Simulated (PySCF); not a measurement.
Isomers of C4H6F2Si. Level of theory: PySCF, PBE0-D3(BJ)/def2-SVP geometry optimisation, gas phase. Energies are electronic, without zero-point or thermal terms, for one conformer each. No frequencies were run at this level. Point groups hold within 0.08 Å.

Question: Order them by energy at this level, lowest first, and give relative energies in kcal/mol.
A. `[CH2:1]=[C:2]([F:3])/[C:4]([F:5])=[CH:6]/[SiH3:7]` with C1–C2–C4–F5 0°
B. Si(vinyl)2F2 (`C=C[Si](F)(F)C=C`)

Answer: B (0.0), A (84.3).

| SMILES | E (Eh) | E rel (kcal/mol) | dipole (D) | point group | A, B, C (MHz) |
| --- | --- | --- | --- | --- | --- |
| C=C[Si](F)(F)C=C | -644.44719 | 0.0 | 2.41 | Cs | 2875, 1606, 1437 |
| C=C(F)/C(F)=C/[SiH3] | -644.31291 | 84.3 | 0.69 | – | 4624, 1168, 942.8 |
